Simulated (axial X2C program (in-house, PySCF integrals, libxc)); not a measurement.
## NaSr: bond constants with and without spin–orbit coupling

Calculated with an axial X2C code built on PySCF integrals. Spin-free means the one-electron spin-free X2C Hamiltonian; two-component (2c) means X2C with spin–orbit coupling and atomic mean-field two-electron Coulomb and Gaunt terms, so the difference of the two also holds small scalar two-electron terms. Basis: Sr dyall-v4z [13s14p9d4f3g], Na dyall-v4z [11s10p6d4f2g] (cores contracted in-house); Gaussian nuclei, density fitting, unrestricted open shells. Masses: Sr 87.906 u, Na 22.990 u.

The run was started with this input:
```json
{"zs": [38, 11], "q": 0, "bas": ["dyall-v4z", "dyall-v4z"], "levels": ["PBE0", "HF", "r2SCAN0", "BHandHLYP"], "cc": false, "r0": 3.4, "npts": 10, "nst": 2, "ntry": 6}
```
```bash
python so2c.py task.json out
```

Keys: zs atomic numbers; q charge; bas basis sets; levels methods; cc coupled cluster on or off; r0 starting distance in Å; npts points on the curve; nst determinants followed; ntry starts of the search. HF also brings MP2.

State, spin-free: M_S = 1/2, Λ = 0 (beyond evenly filled blocks: σα); electrons by block: σα: 13, σβ: 12, π+α: 5, π+β: 5, π-α: 5, π-β: 5, δ+α: 1, δ+β: 1, δ-α: 1, δ-β: 1. Fragments: Sr + Na.

State, 2c: Ω = 1/2 (⟨Sz⟩ = 0.50, ⟨Lz⟩ = 0.00 at PBE0); electrons by block: 1/2: 18, -1/2: 17, 3/2: 6, -3/2: 6, 5/2: 1, -5/2: 1. Fragments: Sr + Na.

| Hamiltonian | level | Re (Å) | ωe (cm⁻¹) | ωexe (cm⁻¹) | Be (cm⁻¹) | αe (cm⁻¹) | De (eV) | k (mdyn/Å) | μ (D) |
| --- | --- | --- | --- | --- | --- | --- | --- | --- | --- |
| spin-free | PBE0 | 3.858 | 93.4 | 0.869 | 0.06214 | 0.00058 | 0.277 | 0.0938 | 0.33 |
| spin-free | HF | 4.281 | 54.3 | 1.51 | 0.05048 | 0.00116 | 0.050 | 0.0316 | -0.60 |
| spin-free | MP2 | 3.886 | 74.4 | 2.15 | 0.06127 | 0.00129 | n/a | 0.0594 | n/a |
| spin-free | r2SCAN0 | 3.886 | 92.5 | 0.803 | 0.06125 | 0.000567 | 0.327 | 0.0919 | 0.56 |
| spin-free | BHandHLYP | 3.917 | 82.2 | 1.18 | 0.06028 | 0.000791 | 0.152 | 0.0725 | 0.09 |
| 2c | PBE0 | 3.858 | 93.4 | 0.869 | 0.06216 | 0.00058 | 0.277 | 0.0937 | 0.33 |
| 2c | HF | 4.282 | 54.1 | 1.52 | 0.05045 | 0.00116 | 0.050 | 0.0314 | -0.60 |
| 2c | MP2 | 3.885 | 74.5 | 2.12 | 0.06128 | 0.00128 | n/a | 0.0596 | n/a |
| 2c | r2SCAN0 | 3.886 | 92.5 | 0.803 | 0.06126 | 0.000566 | 0.327 | 0.0919 | 0.56 |
| 2c | BHandHLYP | 3.917 | 82.1 | 1.18 | 0.06029 | 0.000791 | 0.152 | 0.0724 | 0.09 |

Correlated methods: 19 electrons correlated (number of frozen shells: Sr 3 s, 2 p, 1 d; Na 1 s), 423 virtual spin orbitals or spinors in MP2.

Dipoles are positive if Na is the positive end.

The state is a single determinant with fixed occupations, the lowest that a limited PBE0 search found. De is counted from the lowest determinant-based energies of the atoms at the same level, without counterpoise correction. Density functionals use the spin component along the axis (collinear). The determinant is spin-polarised beyond a pure state at some levels (its spin-free form has ⟨S²⟩ too high), which makes Re and μ there less reliable.

Rough cost a point (2c) on 1 thread(s) of a shared host, integrals apart: PBE0 2.1 s, HF 2.1 s, r2SCAN0 3 s, BHandHLYP 2.2 s.

The whole task took 5.9 min on 1 thread of Arm Neoverse N1 (shared host).
